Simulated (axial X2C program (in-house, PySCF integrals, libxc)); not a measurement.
## What spin–orbit coupling does to LiCd

Calculated with an in-house relativistic program for diatomic molecules. Spin-free means the one-electron spin-free X2C Hamiltonian; two-component (2c) means X2C with spin–orbit coupling and atomic mean-field two-electron Coulomb and Gaunt terms, so the difference of the two also holds small scalar two-electron terms. Basis: Cd dyall-cv3z [12s12p8d5f3g], Li dyall-cv3z [7s8p2d] (cores contracted in-house); Gaussian nuclei, density fitting, unrestricted open shells. Masses: Cd 113.903 u, Li 7.016 u.

Spin-free state: M_S = 1/2, Λ = 0 (beyond evenly filled blocks: σα); fragments Cd + Li.

```
  level  Re (Å)  ωe (cm⁻¹)  De (eV)  μ (D)
   PBE0   3.037      161.0    0.192   0.51
   CCSD   3.173      114.7    0.087    n/a
CCSD(T)   3.174      113.0    0.085    n/a
```

Correlated methods: 13 electrons correlated (number of frozen shells: Cd 4 s, 3 p, 1 d; Li 1 s), 249 virtual spin orbitals or spinors in MP2, 89 natural virtuals in coupled cluster.

Dipoles are positive if Li is the positive end.

Two-component determinant lowest at the distance of the search:

Ω = 1/2 (⟨Sz⟩ = 0.50, ⟨Lz⟩ = 0.00 at HF); fragments Cd + Li.

| level | Re (Å) | ωe (cm⁻¹) | De (eV) | μ (D) |
| --- | --- | --- | --- | --- |
| PBE0 | 3.035 | 161.4 | 0.192 | 0.52 |
| CCSD | 3.171 | 115.3 | 0.086 | n/a |
| CCSD(T) | 3.172 | 113.5 | 0.085 | n/a |

(1) From the two tables, how do the constants change at the CCSD(T) level (2c against spin-free)?

The state is a single determinant with fixed occupations, the lowest that a limited PBE0 search found. De is counted from the lowest determinant-based energies of the atoms at the same level, without counterpoise correction. Density functionals use the spin component along the axis (collinear). Coupled cluster ran in a truncated set of natural virtual spinors; the MP2 energy of the rest was added. (T) has no such correction and the atoms are truncated less, which lowers De at CCSD(T) by a hundredth of an eV or more.

Results:

(1) At the CCSD(T) level Re drops by 0.002 Å and ωe increases by 0.5 cm⁻¹; De changes by 0.000 eV.
